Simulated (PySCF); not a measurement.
Ta(O)(OH)(NH2)2 (H5N2O2Ta), SMILES [Ta]([OH])(=[O])([NH2])[NH2], multiplicity 1. Geometry: PBE-D3(BJ)/def2-SVP. The spin state was assumed, not searched. The structure was generated by enumeration; whether it is a known compound was not checked. The def2 effective core potentials stand for the cores of Ta; spin–orbit coupling is left out. The values are those of a single conformer.

Computed equilibrium geometry at PBE-D3(BJ)/def2-SVP (PySCF confirms it by a frequency run) as a Z-matrix, and its point group (one conformer of several):
point group Cs.
```
Ta
O 1 1.7424
O 1 1.9378 2 114.68
H 3 0.9713 1 132.24 2 0.00
N 1 2.0008 2 106.07 3 -120.48
H 5 1.0246 1 125.19 2 -6.17
H 5 1.0256 6 109.27 1 175.58
N 1 2.0008 2 106.07 5 -119.05
H 8 1.0246 1 125.19 2 6.17
H 8 1.0256 9 109.27 1 -175.58
```
Charge 0, spin multiplicity 1.
